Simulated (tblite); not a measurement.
Compound: C₇H₆NO (doublet state).
Bonds: C1–N2 (double), N2–C3, C3–C4 (aromatic), C4–C5 (aromatic), C5–C6 (aromatic), C6–C7 (aromatic), C7–O8, C7–C9 (aromatic), C3–C9 (aromatic). Hydrogens: H10, H11 on C1; H12 on C4; H13 on C5; H14 on C6; H15 on C9.

Structure optimised with GFN2-xTB, isolated species. This method treats the open shell by occupation alone, without spin polarisation.

(1) Give the optimised bond lengths and angles.

## Answers

(1) 
```tsv
bond	length (bohr)	order
C1=N2	2.367	double
N2–C3	2.612	single
C3–C4	2.664	aromatic
C4–C5	2.632	aromatic
C5–C6	2.585	aromatic
C6–C7	2.748	aromatic
C7–O8	2.339	single
C7–C9	2.730	aromatic
C3–C9	2.600	aromatic
C1–H10	2.066	single
C1–H11	2.042	single
C4–H12	2.039	single
C5–H13	2.042	single
C6–H14	2.039	single
C9–H15	2.041	single
```

Orders are formal, as drawn. A selection of angles:
```tsv
angle	degrees
N2–C1–H10	124.4
N2–C1–H11	118.2
H10–C1–H11	117.4
C1–N2–C3	124.4
N2–C3–C4	117.3
N2–C3–C9	122.3
C4–C3–C9	120.1
C3–C4–C5	120.3
C3–C4–H12	118.7
C5–C4–H12	121.0
C4–C5–C6	120.8
C4–C5–H13	119.1
C6–C5–H13	120.2
C5–C6–C7	121.3
C5–C6–H14	121.7
C7–C6–H14	117.0
C6–C7–O8	121.8
C6–C7–C9	116.0
O8–C7–C9	122.1
C7–C9–H15	117.7
C3–C9–C7	121.5
C3–C9–H15	120.9
```

Dihedral angles: C1–N2–C3–C4 134° (anticlinal). The mirror-image conformer, all signs reversed, is as good.

The 6 C–C bonds span 1.368 Å (C5–C6, aromatic) to 1.454 Å (C6–C7, aromatic), a spread of 0.086 Å. C9 (carbon bonded to 2 C and H) is planar (angles 121.5°, 120.9° and 117.7°, sum 360.0°, 0.01 Å off the plane of its three neighbours). Of the pairs four or more bonds apart, C1···H15 is among the closest relative to their van der Waals radii: 2.87 Å, 99 % of the sum of Bondi's values. C4 (carbon bonded to 2 C and H) is planar (angles 121.0°, 120.3° and 118.7°, sum 360.0°, 0.00 Å off the plane of its three neighbours). C6 (carbon bonded to 2 C and H) is planar (angles 121.7°, 121.3° and 117.0°, sum 360.0°, 0.01 Å off the plane of its three neighbours). The 2 C–N bonds span 1.253 Å (C1=N2, drawn double) to 1.382 Å (N2–C3, drawn single), a spread of 0.129 Å. C3 (carbon bonded to 2 C and N) is planar (angles 122.3°, 120.1° and 117.3°, sum 359.7°, 0.04 Å off the plane of its three neighbours).

Point group: C1 (no symmetry element, even within 0.4 Å). Its GFN2-xTB frequencies are all real (lowest 102 cm⁻¹). 2 starts were optimised and ended at 0.00 and 1.05 kcal/mol (GFN2-xTB); the lowest of these is shown.

The run took 0.27 s wall on an Arm Neoverse V2 with one thread, no GPU, shared host. That covers the optimisation of the geometry.

The numbers are calculated, not measured.
